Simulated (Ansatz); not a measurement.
Program: Ansatz. Geometries: PBE0-D4/def2-TZVP. ΔE: electronic, gas phase. CCSD(T)/CBS is the MP2 limit (def2-TZVPP, def2-QZVPP) plus CCSD(T) − MP2 in def2-TZVPP, frozen cores. This one scheme is used for every species. Functionals use def2-TZVPP. One conformer a species, not always the lowest.

`C[SiH](C)[AlH][OH]` + `N[SiH3]` → `[OH][AlH][NH][SiH3]` + `C[SiH2]C`  (cleavage of the Al–Si bond)

```
             level  ΔE (kJ/mol)
           ωB97X-V       -109.1
     HF/def2-TZVPP       -124.6
CCSD(T)/def2-TZVPP       -113.4
      HF/CBS(def2)       -126.3
```

**Question.** What does CCSD(T)/CBS give? (Estimate.)

**Answer.** Computed: -112.5 kJ/mol. The listed levels differ from it by 3.4, -12.1, -0.9, -13.8 kJ/mol.

Largest T1 diagnostic among the species: 0.012.

From BLYP to BHLYP (50 % exact exchange), in def2-TZVPP and without D4, ΔE moves by −11.9 kJ/mol. At CCSD(T), def2-SVP lies −3.6 kJ/mol from the extrapolated value and def2-TZVPP −0.9 kJ/mol. Leaving LDA and LC-ωPBE aside and taking each functional with its dispersion term where it has one, the values, not all of them listed here, spread over 25.7 kJ/mol, from BHLYP-D4 to PBE-D4. LDA lies −5.4 kJ/mol from PBE without D4.

CCSD(T)/CBS has its own doubt, a few kJ/mol and more with outer-core shells, so smaller differences from it don't rank the levels.
